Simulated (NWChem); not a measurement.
System: C₃H₄FNSi; SMILES FC1=CN=C[SiH2]1

Input file for NWChem:

```
start job
memory heap 200 mb stack 900 mb global 1100 mb
geometry units angstroms noautosym nocenter noautoz
  F     -0.046160    -2.222211     0.000000
  C     -0.152981    -0.899600     0.000000
  C     -1.332495    -0.250295     0.000000
  N     -1.326191     1.165881     0.000000
  C     -0.162360     1.709088     0.000000
  Si     1.214911     0.399175     0.000000
  H     -2.306511    -0.748074     0.000000
  H     -0.097898     2.805639     0.000000
  H      2.066674     0.386395    -1.223794
  H      2.066674     0.386395     1.223794
end
basis spherical
  * library def2-svp
end
dft
  xc b3lyp
  iterations 150
  mulliken
end
task dft energy
esp
  recalculate
  probe 0.07
  range 0.3
  factor 1.0
  spacing 0.02
end
task esp
```

NWChem printed, in part:

```
             Northwest Computational Chemistry Package (NWChem) 7.3.0
             --------------------------------------------------------

                             Geometry "geometry" -> ""
                             -------------------------

 Output coordinates in angstroms (scale by  1.889725989 to convert to a.u.)

  No.       Tag          Charge          X              Y              Z
 ---- ---------------- ---------- -------------- -------------- --------------
    1 F                    9.0000    -0.04616000    -2.22221100     0.00000000
    2 C                    6.0000    -0.15298100    -0.89960000     0.00000000
    3 C                    6.0000    -1.33249500    -0.25029500     0.00000000
    4 N                    7.0000    -1.32619100     1.16588100     0.00000000
    5 C                    6.0000    -0.16236000     1.70908800     0.00000000
    6 Si                  14.0000     1.21491100     0.39917500     0.00000000
    7 H                    1.0000    -2.30651100    -0.74807400     0.00000000
    8 H                    1.0000    -0.09789800     2.80563900     0.00000000
    9 H                    1.0000     2.06667400     0.38639500    -1.22379400
   10 H                    1.0000     2.06667400     0.38639500     1.22379400

 Effective nuclear repulsion energy (a.u.)     271.2850050903

                                 NWChem DFT Module
                                 -----------------

 Summary of "ao basis" -> "ao basis" (spherical)
 ------------------------------------------------------------------------------
       Tag                 Description            Shells   Functions and Types
 ---------------- ------------------------------  ------  ---------------------
 F                          def2-svp                 6       14   3s2p1d
 C                          def2-svp                 6       14   3s2p1d
 N                          def2-svp                 6       14   3s2p1d
 Si                         def2-svp                 8       18   4s3p1d
 H                          def2-svp                 3        5   2s1p

            General Information
            -------------------
          SCF calculation type: DFT
          Wavefunction type:  closed shell.
          No. of atoms     :    10
          No. of electrons :    52
           Alpha electrons :    26
            Beta electrons :    26
          Charge           :     0
          Spin multiplicity:     1
          Use of symmetry is: off; symmetry adaption is: off
          Maximum number of iterations: 150
          AO basis - number of functions:   108
                     number of shells:    50
          Convergence on energy requested:  1.00D-06
          Convergence on density requested:  1.00D-05
          Convergence on gradient requested:  5.00D-04

              XC Information
              --------------
                         B3LYP Method XC Potential
                     Hartree-Fock (Exact) Exchange  0.200
                        Slater Exchange Functional  0.800 local
                    Becke 1988 Exchange Functional  0.720 non-local
              Lee-Yang-Parr Correlation Functional  0.810
                  VWN I RPA Correlation Functional  0.190 local

             Grid Information
             ----------------
          Grid used for XC integration:  medium
          Radial quadrature: Mura-Knowles
          Angular quadrature: Lebedev.
          Tag              B.-S. Rad. Rad. Pts. Rad. Cut. Ang. Pts.
          ---              ---------- --------- --------- ---------
          F                   0.50       49          12.0       434
          C                   0.70       49          10.0       434
          N                   0.65       49          10.0       434
          Si                  1.10       88          10.0       590
          H                   0.35       45          12.0       434
          Grid pruning is: on
          Number of quadrature shells:   513
          Spatial weights used:  Erf1

      Superposition of Atomic Density Guess
      -------------------------------------

 Sum of atomic energies:        -557.14678492

      Non-variational initial energy
      ------------------------------

 Total energy =    -560.172750
 1-e energy   =   -1306.146359
 2-e energy   =     474.688604
 HOMO         =      -0.253599
 LUMO         =      -0.072073

     ---------------------------------------------
      Total Density - Mulliken Population Analysis
     ---------------------------------------------

    Atom       Charge   Shell Charges
 -----------   ------   -------------------------------------------------------
    1 F    9     9.35   1.99  1.14  0.77  3.42  2.03  0.01
    2 C    6     5.78   1.99  0.94  0.32  1.71  0.76  0.07
    3 C    6     6.02   1.99  0.96  0.24  1.94  0.84  0.05
    4 N    7     7.45   1.99  1.08  0.53  2.35  1.46  0.03
    5 C    6     6.01   1.99  0.98  0.34  1.80  0.86  0.04
    6 Si  14    13.46   2.00  1.99  1.01  0.25  5.94  1.14  0.99  0.15
    7 H    1     0.92   0.68  0.22  0.02
    8 H    1     0.91   0.68  0.21  0.02
    9 H    1     1.04   0.68  0.35  0.01
   10 H    1     1.04   0.68  0.35  0.01

   convergence    iter        energy       DeltaE   RMS-Dens  Diis-err
 ---------------- ----- ----------------- --------- --------- ---------
 d= 0,ls=0.0,diis     1   -560.3840461766 -8.32D+02  1.12D-02  6.60D-01
 d= 0,ls=0.0,diis     2   -560.3638266200  2.02D-02  6.72D-03  9.36D-01
 d= 0,ls=0.0,diis     3   -560.4526436035 -8.88D-02  2.33D-03  1.27D-01
 d= 0,ls=0.0,diis     4   -560.4642602354 -1.16D-02  1.04D-03  2.32D-02
 d= 0,ls=0.0,diis     5   -560.4667693071 -2.51D-03  2.32D-04  1.34D-03
  Resetting Diis
 d= 0,ls=0.0,diis     6   -560.4669036177 -1.34D-04  5.23D-05  3.44D-05
 d= 0,ls=0.0,diis     7   -560.4669076149 -4.00D-06  4.13D-05  3.51D-06
 d= 0,ls=0.0,diis     8   -560.4669066136  1.00D-06  2.54D-05  1.07D-05
 d= 0,ls=0.0,diis     9   -560.4669081492 -1.54D-06  3.79D-06  2.86D-07
 d= 0,ls=0.0,diis    10   -560.4669081848 -3.56D-08  7.37D-07  5.61D-09

         Total DFT energy =     -560.466908184796
      One electron energy =    -1309.491112428332
           Coulomb energy =      533.765563754842
    Exchange-Corr. energy =      -56.026364601599
 Nuclear repulsion energy =      271.285005090294

 Numeric. integr. density =       52.000009615439

                       DFT Final Molecular Orbital Analysis
                       ------------------------------------

 Vector   24  Occ=2.000000D+00  E=-3.376650D-01
              MO Center=  2.2D-01, -6.3D-01,  6.2D-09, r^2= 3.1D+00
   Bfn.  Coefficient  Atom+Function         Bfn.  Coefficient  Atom+Function
  ----- ------------  ---------------      ----- ------------  ---------------
    18      0.340246   2 C  px                4      0.332221   1 F  px
     7     -0.238417   1 F  px               17      0.219054   2 C  s
    32     -0.219107   3 C  px               78     -0.213631   6 Si px
    31     -0.178545   3 C  s                79     -0.159238   6 Si py
    81     -0.145690   6 Si px               99     -0.133574   9 H  s

 Vector   25  Occ=2.000000D+00  E=-2.553249D-01
              MO Center= -8.4D-01,  1.1D+00, -1.0D-09, r^2= 2.7D+00
   Bfn.  Coefficient  Atom+Function         Bfn.  Coefficient  Atom+Function
  ----- ------------  ---------------      ----- ------------  ---------------
    46      0.398196   4 N  px               49     -0.288337   4 N  px
    47     -0.243734   4 N  py               45      0.220630   4 N  s
    60      0.214096   5 C  px               50      0.190002   4 N  py
    79      0.177200   6 Si py               94     -0.176392   8 H  s
    44      0.174333   4 N  s                33     -0.165922   3 C  py

[...]

                     NWChem Electrostatic Potential Fit Module
                     -----------------------------------------

 Atom parameters

 Number of atoms is                                   10
 Number of basis functions is                        108

 Grid parameters

 Maximum number of grid points is                  42163
 Number of grid points is                          42162
 Grid range                                     0.300000 nm
 Grid spacing                                   0.020000 nm
 Probe radius                                   0.070000 nm
 Atom radius factor                             1.000000

 Atomic radii

    1    0.100000
    6    0.147000
    7    0.140000
    9    0.128000
   14    0.187000
 FASTESP  F
  using M.O. file = ./job.movecs

    Atom              Coordinates                           Charge

                                                  ESP

    1 F    -0.004616   -0.222221    0.000000   -0.188096
    2 C    -0.015298   -0.089960    0.000000    0.092829
    3 C    -0.133250   -0.025030    0.000000    0.078003
    4 N    -0.132619    0.116588    0.000000   -0.388152
    5 C    -0.016236    0.170909    0.000000    0.053209
    6 Si    0.121491    0.039918    0.000000    0.402394
    7 H    -0.230651   -0.074807    0.000000    0.079534
    8 H    -0.009790    0.280564    0.000000    0.050040
    9 H     0.206667    0.038640   -0.122379   -0.089539
   10 H     0.206667    0.038640    0.122379   -0.090223
                                            ------------
                                                0.000000

 Dipole moment                                  0.659516

 Quadrupole moment Qxx                          1.673362
                   Qyy                         -3.683403
                   Qzz                          2.010042

 RMS deviation kJ/mol                           0.071857

 RRMS %                                        40.336649
```

Level: B3LYP/def2-SVP. Geometry: optimised at PBE0/def2-SVP.
